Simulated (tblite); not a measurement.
C₇H₆N₂ (charge +1 and doublet state).
SMILES: `N#CC1=CC=C([NH2+])C=C1`

Computed values, GFN2-xTB/tblite, gas phase, harmonic and unscaled. This tight-binding method is rough: wavenumbers can miss measured ones by several per cent, in bad cases by 10 to 20. Open shells enter through the occupations alone, without spin polarisation, and single modes of such species can be off by tens of per cent.

Harmonic wavenumbers (cm⁻¹): 78.9, 137.2, 183.8, 236.9, 329.9, 369.2, 389.7, 496.6, 522.1, 524.9, 600.0, 620.0, 692.4, 703.1, 802.1, 830.6, 854.1, 918.7, 919.6, 955.8, 976.2, 1126.6, 1163.6, 1222.8, 1240.6, 1327.0, 1342.8, 1403.8, 1411.4, 1452.9, 1516.0, 1565.0, 2311.7, 3093.2, 3093.9, 3105.7, 3106.1, 3387.4, 3441.4.

A = 5443, B = 1019, C = 858.2 MHz; mass 118.053 u (most abundant isotopes); point group C2v, symmetry number 2; spin multiplicity 2.

Problem. What is the zero-point energy?

Solution. Half the sum of the wavenumbers: 24227 cm⁻¹ = 69.27 kcal/mol.

Problem. Give the ideal-gas entropy at 298.15 K and 1 bar in the rigid-rotor, harmonic-oscillator model (classical rotation).

Solution. Translation 40.24, rotation 27.23, vibration 18.90, spin (R ln 2) 1.38: S = 87.7 cal/(mol K).

Problem. And Cp and H(298.15 K) − H(0)?

Solution. Cp = 32.61 cal/(mol K), of which vibrations give 24.66 (their classical limit is 39 R = 77.5); H(298.15 K) − H(0) = 5.68 kcal/mol without the zero-point energy, 3.31 from vibrations.

Problem. How do the functions run with temperature in this model?

Solution. 
| T (K) | S (cal/(mol K)) | Cp (cal/(mol K)) | H − H(0) (kcal/mol) | G − H(0) (kcal/mol) | ln q(vib) |
| --- | --- | --- | --- | --- | --- |
| 150 | 70.6 | 18.7 | 1.87 | -8.72 | 1.37 |
| 250 | 82.4 | 28.2 | 4.21 | -16.39 | 3.04 |
| 400 | 98.5 | 41.1 | 9.44 | -29.97 | 5.89 |
| 600 | 117.7 | 53.2 | 18.96 | -51.64 | 9.87 |
| 900 | 141.5 | 64.0 | 36.70 | -90.65 | 15.63 |

q(vib) and H(0) count from the zero-point level.

Problem. Blend soft modes into free rotors: weight 1/[1 + (100 cm⁻¹/ν̃)⁴] for the oscillator and the rest for a rotor with moment μB/(μ + B), μ = h/(8π²ν), B = 10⁻⁴⁴ kg m². What vibrational entropy results?

Solution. 18.25 cal/(mol K) in place of 18.90, which changes −T·S at 298.15 K by +0.19 kcal/mol.

Problem. What must be added to the electronic energy to get the Gibbs energy at 298.15 K and 1 bar?

Solution. ZPE + [H(298.15 K) − H(0)] − T·S = 69.27 + 5.68 − 26.16 = 48.79 kcal/mol.

Problem. Which modes carry the vibrational entropy at 298.15 K?

Solution. 78.9 cm⁻¹: 3.92; 137.2 cm⁻¹: 2.84; 183.8 cm⁻¹: 2.29; 236.9 cm⁻¹: 1.83; 329.9 cm⁻¹: 1.26; 369.2 cm⁻¹: 1.08 cal/(mol K); the other 33 give 5.68 together.

Hindered rotation and anharmonicity are outside this model.

Conformer computed: `[N:1]#[C:2][c:3]1[cH:4][cH:5][c:6]([NH2+:7])[cH:8][cH:9]1`: H–N7–C6–C5 180°, H–N7–C6–C5 0°.
